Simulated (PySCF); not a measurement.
YP at PBE0

Level: PBE0. PySCF, scalar-relativistic core potentials, basis sets Y def2-TZVPP with ECP28, P def2-TZVPP.

For YP, the state is ¹Σ⁺ (singlet), closed shell. The bond length is 2.293 Å and the harmonic wavenumber is 482 cm⁻¹. The force constant is 3.15 mdyn/Å. The rotational constant Be is 0.1395 cm⁻¹ and the anharmonicity ωexe is 1.06 cm⁻¹. The vibration–rotation constant αe is 0.000421 cm⁻¹. The well depth De to Y (4d1 5s2) + P is 3.12 eV, the dissociation energy D0 is 3.09 eV and the HOMO–LUMO gap is 2.36 eV. The bond order (Mayer) is 3.25. The dipole moment (positive dipole means Y(−)P(+)) is -7.37 D.

The metal atom is held in its measured ground configuration; semilocal functionals can put another filling of s and d lower by some tenths of an eV, and De to that atom would be smaller. Spin–orbit coupling is left out, which matters for elements this heavy, above all for dissociation energies.
